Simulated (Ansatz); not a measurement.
Geometry optimisation, RHF/def2-SVP (Ansatz).

The input (input.yaml):

```yaml
crystal:
  periodic: [false, false, false]
  atoms:
    - { symbol: In, position_ang: [0.0, 0.0, 0.0] }
    - { symbol: Cl, position_ang: [0.0, 0.0, 2.79] }
    - { symbol: Cl, position_ang: [2.113, 0.0, -1.22] }
    - { symbol: Cl, position_ang: [-2.113, 0.0, -1.22] }
    - { symbol: O, position_ang: [0.0957, -2.1711, 0.7221] }
    - { symbol: Al, position_ang: [-0.7201, -3.5449, -0.0624] }
    - { symbol: H, position_ang: [0.0298, -4.9017, -0.2361] }
    - { symbol: H, position_ang: [-2.1851, -3.392, -0.5764] }
    - { symbol: H, position_ang: [0.0673, -1.5267, 1.9541] }
basis:
  gaussian: { orbitals: def2-SVP }
hamiltonian:
  xc: hf
relax:
  f_tol: 0.15
  max_steps: 25
  restrain:
    - { distance: [0, 4], at: 1.99, k: 30.0 }
    - { distance: [8, 1], at: 1.37, k: 30.0 }
    - { distance: [0, 1], at: 3.64, k: 30.0 }
    - { distance: [8, 4], at: 2.21, k: 30.0 }
output:
  orbitals: {}
```

Command:

```bash
$ ansatz run input.yaml --threads 2 --pin off --max-ram 3072MiB --backend cpu --events-out ev --progress --plain --runs-dir out
```

Where does it end, and by what steps?

It converged. The restraints hold the end off the free minimum; the threshold counts their pulls, which the force column leaves out. Restrained pairs: In1–O5 (2.29 → 1.98 Å), Cl2–H9 (1.74 → 1.33 Å), In1–Cl2 (2.79 → 3.63 Å), O5–H9 (1.39 → 2.21 Å). After 12 steps the energy has fallen by 1.228 eV (the restraints' own energy left out); H7 moved furthest, 1.10 Å.

```csv
step,energy less start (eV),largest force component (eV/Å),accepted
0,0.0000,2.649,yes
1,0.1826,2.676,yes
2,-0.3363,2.432,yes
3,-0.7380,0.846,yes
4,-0.9456,1.264,yes
5,-1.0541,1.240,yes
6,-1.1265,1.202,yes
7,-1.1636,1.165,yes
8,-1.1915,1.123,yes
9,-1.2031,1.132,yes
10,-1.1729,1.528,no
11,-1.2168,1.116,yes
12,-1.2277,1.096,yes
```

```xyz
9
Properties=species:S:1:pos:R:3
In -0.080 -0.308 -0.639
Cl 0.239 -0.454 2.979
Cl 2.023 0.520 -1.198
Cl -2.000 0.915 -1.125
O -0.224 -2.129 0.122
Al -0.808 -3.716 -0.013
H -0.126 -4.842 0.855
H -1.993 -4.005 -1.019
H 0.256 -1.519 2.190
```

The run took 26 s on 2 threads of Intel(R) Xeon(R) 6975P-C (Granite Rapids) (shared host), peak memory 0.38 GiB.
